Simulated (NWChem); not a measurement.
Species: CH$_{5}$Cl$_{2}$FSi$_{2}$; SMILES [Si@@H]([Si@H](Cl)C)(Cl)F

```xyz
11

C     -1.9136     1.5380    -0.7538
Si    -0.0878     1.1403    -0.7417
Cl     0.7913     1.9201     0.9726
Si     0.2470    -1.1790    -0.6493
F      1.8141    -1.5139    -0.3962
Cl    -0.8348    -1.8918     0.9586
H     -2.0693     2.6254    -0.6848
H     -2.4146     1.0568     0.0995
H     -2.3819     1.1789    -1.6842
H      0.6101     1.7298    -1.9227
H     -0.1765    -1.9431    -1.8553
```
Atoms are numbered in this order, from 1.

Structure relaxed at the PBE0/def2-SVP level. B3LYP is NWChem's, with the RPA form of VWN correlation.

Question: Give the principal values of the shielding tensors (ppm) of C1, Si2, Cl3, Si4, F5 from B3LYP/6-31G* (spherical d), GIAO (NWChem), with their diamagnetic and paramagnetic parts as GIAO splits them.

Answer: 
```json
[
 {"atom": "C1", "σ11": "178.9", "σ22": "190.2", "σ33": "200.7", "isotropic": "189.9", "diamagnetic": "251.5", "paramagnetic": "-61.6"},
 {"atom": "Si2", "σ11": "343.2", "σ22": "396.7", "σ33": "440.3", "isotropic": "393.4", "diamagnetic": "881.7", "paramagnetic": "-488.2"},
 {"atom": "Cl3", "σ11": "966.3", "σ22": "1010.1", "σ33": "1066.6", "isotropic": "1014.3", "diamagnetic": "1147.9", "paramagnetic": "-133.5"},
 {"atom": "Si4", "σ11": "335.8", "σ22": "377.3", "σ33": "407.0", "isotropic": "373.4", "diamagnetic": "879.4", "paramagnetic": "-506.0"},
 {"atom": "F5", "σ11": "277.6", "σ22": "340.1", "σ33": "428.2", "isotropic": "348.7", "diamagnetic": "472.3", "paramagnetic": "-123.6"}
]
```
